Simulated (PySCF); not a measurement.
Compound: C5H11B.
SMILES with atom numbers: `[BH2:1][C@@H:2]1[CH2:3][CH2:4][C@H:5]1[CH3:6]` (hydrogens: H7, H8 on B1; H9 on C2; H10, H11 on C3; H12, H13 on C4; H14 on C5; H15, H16, H17 on C6)

Geometry (PBE0-D3(BJ)/def2-SVP, Å), atoms numbered from 1 in this order:
```xyz
17
C5H11B angstrom
B     -1.2379    1.4740    0.8673
C     -0.5614    0.4465   -0.0739
C     -1.2055   -0.8804   -0.5439
C      0.1990   -1.5092   -0.5651
C      0.7181   -0.3494    0.3108
C      2.0731    0.2538    0.0239
H     -2.4401    1.6323    0.8661
H     -0.5643    2.1770    1.5910
H     -0.3208    1.0710   -0.9667
H     -1.8478   -1.3208    0.2350
H     -1.7739   -0.8672   -1.4858
H      0.3150   -2.5347   -0.1819
H      0.6433   -1.4623   -1.5732
H      0.6597   -0.6368    1.3757
H      2.2350    1.1686    0.6164
H      2.8873   -0.4484    0.2647
H      2.1663    0.5234   -1.0414
```

Theory: core-valence-separated Tamm–Dancoff BHandHLYP/aug-pcX-1 (pcseg-1 on H) in PySCF, non-relativistic, gas phase, PBE0-D3(BJ)/def2-SVP geometry. No shift to experiment was applied.

The lowest roots of each edge with f over 0.003 (five at most, numbered afresh; weaker and dark ones are left out), with transition dipoles (au) in the frame of the coordinates:

```csv
root,edge,E (eV),μx,μy,μz
1,C,284.72,-0.0150,0.0140,0.0226
2,C,284.81,0.0200,-0.0159,-0.0266
3,C,285.14,0.0089,0.0340,-0.0463
4,C,285.16,0.0280,0.0089,-0.0096
5,C,285.17,-0.0060,0.0251,0.0103
6,B,185.31,-0.0126,-0.0947,0.1030
7,B,190.90,-0.0166,0.0284,0.0223
8,B,191.33,0.0419,0.0093,0.0350
9,B,191.37,0.0411,0.0183,-0.0086
10,B,191.98,-0.0370,-0.0013,-0.0077
```

Task: What are the oscillator strengths?

Result: f = (2/3) ΔE |μ|², with ΔE in hartree (27.2114 eV):

```json
{"root": "1", "ΔE (Eh)": "10.4632", "|μ|² (au)": "0.000932", "f": "0.006", "core hole on": "C3"}
{"root": "2", "ΔE (Eh)": "10.4665", "|μ|² (au)": "0.001360", "f": "0.009", "core hole on": "C5"}
{"root": "3", "ΔE (Eh)": "10.4787", "|μ|² (au)": "0.003379", "f": "0.024", "core hole on": "C2"}
{"root": "4", "ΔE (Eh)": "10.4794", "|μ|² (au)": "0.000955", "f": "0.007", "core hole on": "C6"}
{"root": "5", "ΔE (Eh)": "10.4798", "|μ|² (au)": "0.000772", "f": "0.005", "core hole on": "C4"}
{"root": "6", "ΔE (Eh)": "6.8098", "|μ|² (au)": "0.019736", "f": "0.090", "core hole on": "B1"}
{"root": "7", "ΔE (Eh)": "7.0155", "|μ|² (au)": "0.001579", "f": "0.007", "core hole on": "B1"}
{"root": "8", "ΔE (Eh)": "7.0313", "|μ|² (au)": "0.003067", "f": "0.014", "core hole on": "B1"}
{"root": "9", "ΔE (Eh)": "7.0326", "|μ|² (au)": "0.002098", "f": "0.010", "core hole on": "B1"}
{"root": "10", "ΔE (Eh)": "7.0551", "|μ|² (au)": "0.001430", "f": "0.007", "core hole on": "B1"}
```

Task: Molecules are fixed in this frame and the field points along z. What effective strengths 3 f cos²θ do the roots have (θ between field and μ)?

Result: root 1 (C3): 0.011, root 2 (C5): 0.015, root 3 (C2): 0.045, root 4 (C6): 0.002, root 5 (C4): 0.002, root 6 (B1): 0.144, root 7 (B1): 0.007, root 8 (B1): 0.017, root 9 (B1): 0.001, root 10 (B1): 0.001. Root 6 is the strongest. Averaged over all orientations cos²θ is 1/3, which gives f back.

One conformer stands for the species.
